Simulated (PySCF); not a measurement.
**From a computed spectrum to the compound**

A species of 5 atoms with charge -1 has these harmonic modes (PBE, small Gaussian bases with core potentials, PySCF 2.14.0):

```json
{"cm⁻¹": "66", "km/mol": "0.1", "symmetry": "a1"}
{"cm⁻¹": "110", "km/mol": "4.9", "symmetry": "b2"}
{"cm⁻¹": "151", "km/mol": "0.0", "symmetry": "a2"}
{"cm⁻¹": "158", "km/mol": "4.2", "symmetry": "b1"}
{"cm⁻¹": "208", "km/mol": "4.8", "symmetry": "a1"}
{"cm⁻¹": "257", "km/mol": "61.6", "symmetry": "b1"}
{"cm⁻¹": "318", "km/mol": "11.6", "symmetry": "a1"}
{"cm⁻¹": "876", "km/mol": "174.2", "symmetry": "b2"}
{"cm⁻¹": "919", "km/mol": "96.6", "symmetry": "a1"}
```

Task: Which species is it, and in which structure?

Result: [TaO2Br2]− (singlet):
```xyz
5

Ta    0.0000    0.0000    0.5069
O     0.9994    0.9994    1.5691
O    -0.9994   -0.9994    1.5691
Br    1.5146   -1.5146   -0.8992
Br   -1.5146    1.5146   -0.8992
```
Ideal gas at 298.15 K and 1 bar: S = 381.4 J/(mol K), Cp = 91.6 J/(mol K), H − H(0 K) = 21.3 kJ/mol (rigid rotor, harmonic modes, spin degeneracy alone). 
 Other answers can fit too; this one was computed.
